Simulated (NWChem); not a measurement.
System meant: MgH₂SeO; SMILES [SeH][Mg][OH]

Here is an NWChem input.

```
start job
memory heap 200 mb stack 900 mb global 1100 mb
geometry units angstroms noautoz
  Mg     0.011968    -1.170314    -0.000970
  O     -0.003806    -2.928439    -0.002343
  H     -0.004153    -3.879243    -0.005577
  Se     0.047796     1.255429     0.001560
  H     -1.425382     1.277592     0.002188
end
basis spherical
  * library def2-svp
end
dft
  xc xpbe96 cpbe96
  iterations 4
  mulliken
end
task dft energy
```

End of the output:

```
    Atom       Charge   Shell Charges
 -----------   ------   -------------------------------------------------------
    1 Mg  12    12.06   2.00  1.94  0.42  0.14  5.83  0.64  0.46  0.63
    2 O    8     8.19   1.97  0.85  0.59  2.71  2.06  0.01
    3 H    1     0.90   0.55  0.17  0.19
    4 Se  34    33.88   2.00  2.00  1.96  1.04  0.57  5.99  5.80  2.02  2.45  7.81  2.04  0.19
    5 H    1     0.97   0.59  0.32  0.07

 center of mass
 --------------
 x =   0.02767587 y =   0.24879261 z =   0.00000000

 moments of inertia (a.u.)
 ------------------
        1097.719276827137           0.000000000000           0.000000000000
           0.000000000000           7.713901204687           0.000000000000
           0.000000000000           0.000000000000        1105.433178031824

     Multipole analysis of the density
     ---------------------------------

     L   x y z        total         alpha         beta         nuclear
     -   - - -        -----         -----         ----         -------
     0   0 0 0     -0.000000    -28.000000    -28.000000     56.000000

     1   1 0 0     -0.127086     -0.063543     -0.063543      0.000000
     1   0 1 0     -0.500958     -0.250479     -0.250479      0.000000
     1   0 0 1      0.000000      0.000000      0.000000      0.000000

     2   2 0 0    -23.802413    -15.679589    -15.679589      7.556765
     2   1 1 0     -0.769221      1.424359      1.424359     -3.617940
     2   1 0 1      0.000000      0.000000      0.000000      0.000000
     2   0 2 0    -26.353181   -290.258474   -290.258474    554.163766
     2   0 1 1      0.000000      0.000000      0.000000      0.000000
     2   0 0 2    -26.982762    -13.491381    -13.491381      0.000000

 ------------------------------------------------------------------------
 dft energy failed                                                                                  0
 ------------------------------------------------------------------------
 ------------------------------------------------------------------------
  current input line :
    18: task dft energy
 ------------------------------------------------------------------------
 ------------------------------------------------------------------------
 This type of error is most commonly associated with calculations not reaching convergence criteria
 ------------------------------------------------------------------------
 For more information see the NWChem manual at https://nwchemgit.github.io

0:dft energy failed:Received an Error in Communication
```

What is wrong, and how is it mended?

Convergence was not reached. Cause: the SCF was allowed too few iterations. This input runs:
```
start job
memory heap 200 mb stack 900 mb global 1100 mb
geometry units angstroms noautoz
  Mg     0.011968    -1.170314    -0.000970
  O     -0.003806    -2.928439    -0.002343
  H     -0.004153    -3.879243    -0.005577
  Se     0.047796     1.255429     0.001560
  H     -1.425382     1.277592     0.002188
end
basis spherical
  * library def2-svp
end
dft
  xc xpbe96 cpbe96
  iterations 150
  mulliken
end
task dft energy
```
It converges to -2677.15291 Ha (PBE/def2-SVP).
